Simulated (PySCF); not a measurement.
Computed data sheet: `C(=O)c1ccc(cc1)C#C`

Species: C9H6O.
Numbering: `[CH:1]#[C:2][c:3]1[cH:4][cH:5][c:6]([CH:7]=[O:8])[cH:9][cH:10]1` (hydrogens: H11 on C1; H12 on C4; H13 on C5; H14 on C7; H15 on C9; H16 on C10)

Among its groups: aldehyde, alkyne and benzene ring.

PBE0-D3(BJ)/def2-SVP geometry optimisation, gas phase (PySCF):

| Property | Result |
| --- | --- |
| Point group | Cs |
| Rotational constants A, B, C | 5.058, 0.710, 0.622 GHz |

From CAM-B3LYP/def2-SVPD ground state and vertical TDDFT (core frozen in the response) (PySCF):

| Item | Value |
| --- | --- |
| Dipole moment | 3.16 D |
| HOMO energy | -8.48 eV |
| LUMO energy | -1.33 eV |
| HOMO–LUMO gap | 7.15 eV |
| Lowest singlet excitation | 3.82 eV (324 nm, f = 0.000) |
| Strongest line among the 6 lowest singlet transitions | S2 at 4.74 eV (261 nm, f = 0.534) |
| Static isotropic polarisability | 114.0 au |
| Electronic spatial extent ⟨r²⟩ about the centre of nuclear charge | 1694 bohr² |

Monoisotopic mass (most abundant isotopes): 130.0419 u.

No computed singlet falls in the visible range (750 to 380 nm, 1.65 to 3.26 eV); S1 lies 0.56 eV above its blue end. The polarisability is 16.89 Å³ as a volume (1 au = 0.148185 Å³), or 1.68 au for each of the 68 electrons. In wavenumbers S1 is 30800 cm⁻¹ (1 eV = 8065.54 cm⁻¹). S1 lies 3.33 eV below the HOMO–LUMO gap. The dipole equals about 10.5 × 10⁻³⁰ C·m (1 D = 3.33564 × 10⁻³⁰ C·m). The principal polarisabilities are 58.5, 100.6 and 182.7 au; their mean is the isotropic value. The largest Löwdin shares of the HOMO are 0.20 on C1, 0.16 on C2, 0.15 on C6 and 0.14 on C3.

For the TDDFT job (CAM-B3LYP/def2-SVPD), rough CPU time on one thread of a shared machine: about 90 s.

Conformer computed: `[CH:1]#[C:2][c:3]1[cH:4][cH:5][c:6]([CH:7]=[O:8])[cH:9][cH:10]1`: C5–C6–C7–O8 179°.

One conformer stands for the species.
